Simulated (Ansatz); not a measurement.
Be₂Cl₄. The state is a singlet with charge 0. Geometry r2SCAN-D4/def2-SVP.

```xyz
6

Be   -0.2951   -1.2470   -0.3237
Be    0.2965    1.2459    0.3265
Cl   -1.3400    0.1157    0.7757
Cl    0.7042    2.9848    0.7714
Cl    1.3455   -0.1195   -0.7656
Cl   -0.7110   -2.9800   -0.7843
```

B3LYP takes the VWN-RPA correlation. The structure comes from a short search, and lower isomers may exist.

**Question.** Estimate the orbital energies around the gap (eV) in Ansatz with HF/def2-TZVP, PBE-D4/def2-SVP, B3LYP-D4/def2-TZVP, PBE0-D4/def2-TZVP, PBE0-D4/def2-TZVPD.

**Answer.** 
| orbital | HF/def2-TZVP | PBE-D4/def2-SVP | B3LYP-D4/def2-TZVP | PBE0-D4/def2-TZVP | PBE0-D4/def2-TZVPD |
| --- | --- | --- | --- | --- | --- |
| HOMO−5 | -14.00 | -9.33 | -10.35 | -10.66 | -10.71 |
| HOMO−4 | -13.96 | -9.08 | -10.23 | -10.55 | -10.61 |
| HOMO−3 | -12.72 | -8.08 | -9.15 | -9.46 | -9.51 |
| HOMO−2 | -12.64 | -7.92 | -9.02 | -9.33 | -9.39 |
| HOMO−1 | -12.59 | -7.92 | -9.01 | -9.33 | -9.38 |
| HOMO | -12.36 | -7.69 | -8.79 | -9.10 | -9.15 |
| LUMO | 1.22 | -1.43 | -0.86 | -0.62 | -0.76 |
| LUMO+1 | 2.20 | -1.37 | -0.78 | -0.62 | -0.73 |
| LUMO+2 | 2.43 | -1.12 | -0.73 | -0.56 | -0.66 |
| LUMO+3 | 2.63 | 0.14 | 0.47 | 0.68 | 0.34 |
| LUMO+4 | 4.07 | 0.31 | 0.77 | 0.98 | 0.41 |
| LUMO+5 | 4.67 | 1.22 | 0.85 | 1.07 | 0.64 |
